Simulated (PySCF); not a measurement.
Correlation energy of Be (beryllium, neutral)

[He] 2s2, closed-shell 1S. Computed with PySCF 2.14 in jorge-DZP-DKH, with the spin-free X2C one-electron Hamiltonian (Gaussian nucleus). Frozen: 1s2; 2 electrons correlated.

Total MP2 correlation energy: -25.71 mhartree.

Same-spin part 0.00 and opposite-spin part -25.71 mhartree; SCS-MP2 scales them by 1/3 and 6/5 to -30.85 mhartree.

With two correlated electrons CCSD is exact within the correlated space (frozen core and kept virtual orbitals).

```
level  correlation energy (mhartree)
 CCSD                         -45.25
```

Diagnostics: T1 = 0.016, D1 = 0.0228, largest double amplitude 0.137.

Cost of the coupled-cluster step: 0.04 s of wall time on 1 thread of Neoverse-V2 (shared host), for 2 correlated electrons.
